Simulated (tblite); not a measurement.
Compound: C5H9BF2.
Structure used (GFN2-xTB), in Å, numbered top down from 1:
```
atom  x, y, z in Å
C1    -0.7127    0.2158   -1.3717
C2    -0.8637    0.2142   -0.0579
C3    -2.0528    0.8488    0.6017
C4     0.1199   -0.3895    0.9088
C5     1.3428   -1.0451    0.2544
B6     2.2058   -0.0463   -0.6143
F7     2.3180    1.2386   -0.3432
F8     2.9357   -0.4334   -1.6448
H9     0.1361   -0.2238   -1.8673
H10   -1.4413    0.6746   -2.0181
H11   -1.7313    1.6814    1.2269
H12   -2.7558    1.2215   -0.1380
H13   -2.5644    0.1319    1.2428
H14    0.4594    0.4033    1.5812
H15   -0.4036   -1.1294    1.5214
H16    1.0272   -1.9015   -0.3435
H17    1.9737   -1.4489    1.0517
```

Calculated harmonic vibrations of the isolated species, GFN2-xTB (tblite), most abundant isotopes, no scaling. This tight-binding method is rough: wavenumbers can miss measured ones by several per cent, in bad cases by 10 to 20. One conformer, not necessarily the lowest.

Harmonic wavenumbers (cm⁻¹): 32.1, 49.4, 76.3, 130.8, 159.6, 273.2, 310.4, 391.1, 420.5, 422.8, 466.7, 537.7, 669.3, 733.5, 784.9, 876.6, 889.1, 949.1, 964.2, 1013.5, 1039.1, 1077.4, 1121.0, 1183.5, 1226.5, 1240.2, 1275.9, 1322.8, 1352.6, 1401.2, 1426.6, 1460.1, 1464.4, 1481.0, 1485.8, 1736.8, 2942.5, 2953.9, 2967.2, 2998.6, 3002.8, 3016.9, 3052.6, 3107.9, 3124.6.

A = 3699, B = 1121, C = 1084 MHz; mass 118.077 u (most abundant isotopes); point group C1, symmetry number 1.

Question: What is the zero-point energy?

Answer: Half the sum of the wavenumbers: 29306 cm⁻¹ = 83.79 kcal/mol.

Question: Entropy at 200 K, 1 bar (ideal gas, RRHO, classical rotation)?

Answer: Translation 38.26, rotation 27.47, vibration 20.00: S = 85.7 cal/(mol K).

Question: And Cp and H(200 K) − H(0)?

Answer: Cp = 26.49 cal/(mol K), of which vibrations give 18.54 (their classical limit is 45 R = 89.4); H(200 K) − H(0) = 3.59 kcal/mol without the zero-point energy, 2.00 from vibrations.

Question: Which modes carry the vibrational entropy at 200 K?

Answer: 32.1 cm⁻¹: 4.90; 49.4 cm⁻¹: 4.05; 76.3 cm⁻¹: 3.20; 130.8 cm⁻¹: 2.18; 159.6 cm⁻¹: 1.82; 273.2 cm⁻¹: 0.94 cal/(mol K); the other 39 give 2.90 together.

Question: What must be added to the electronic energy to get the Gibbs energy at 200 K and 1 bar?

Answer: ZPE + [H(200 K) − H(0)] − T·S = 83.79 + 3.59 − 17.14 = 70.24 kcal/mol.

Hindered rotation and anharmonicity are outside this model. Other conformers, if any are populated, would add a mixing term that is left out. The structure is chiral; the term R ln 2 for an equal mix with its mirror image is left out.
